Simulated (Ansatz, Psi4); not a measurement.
Input for Ansatz (a quantum-chemistry and plane-wave program):
Ansatz 0.2 input:
```yaml
crystal:
  periodic: [false, false, false]
  atoms:
    - {symbol: Ti, position_ang: [-0.15288169, -0.24068994, -0.02732358]}
    - {symbol: Cl, position_ang: [1.91035049, -0.29612671, -0.87734476]}
    - {symbol: Cl, position_ang: [0.11854514, 0.21846428, 2.13778267]}
    - {symbol: Cl, position_ang: [-1.19203690, 1.40776354, -1.11091908]}
    - {symbol: N, position_ang: [-1.13394003, -1.81277230, -0.20506932]}
    - {symbol: H, position_ang: [-0.84108855, -2.68133374, -0.65358968]}
    - {symbol: H, position_ang: [-2.08453266, -1.94580049, 0.14837338]}
basis:
  gaussian:
    orbitals: def2-SVP
hamiltonian:
  xc: b3lyp5
total_charge: -1
magnetization: {spin_polarized: true, initial_magnetization: 1}
accuracy: high
```

Problem. Write the same job for Psi4.

Solution. This is not unique; one that fits is 
```
memory 2 GB

molecule {
-1 2
  Ti   -0.15288169   -0.24068994   -0.02732358
  Cl    1.91035049   -0.29612671   -0.87734476
  Cl    0.11854514    0.21846428    2.13778267
  Cl   -1.19203690    1.40776354   -1.11091908
  N    -1.13394003   -1.81277230   -0.20506932
  H    -0.84108855   -2.68133374   -0.65358968
  H    -2.08453266   -1.94580049    0.14837338
}

set basis def2-svp
set reference uks
set scf_type pk
set puream true
set d_convergence 1e-8
set dft_radial_points 99
set dft_spherical_points 590

energy('b3lyp5')
print_variables()
```

Both were run: Ansatz gave -2285.474208 Eh and Psi4 -2285.474209 Eh, 0.001 mEh apart.
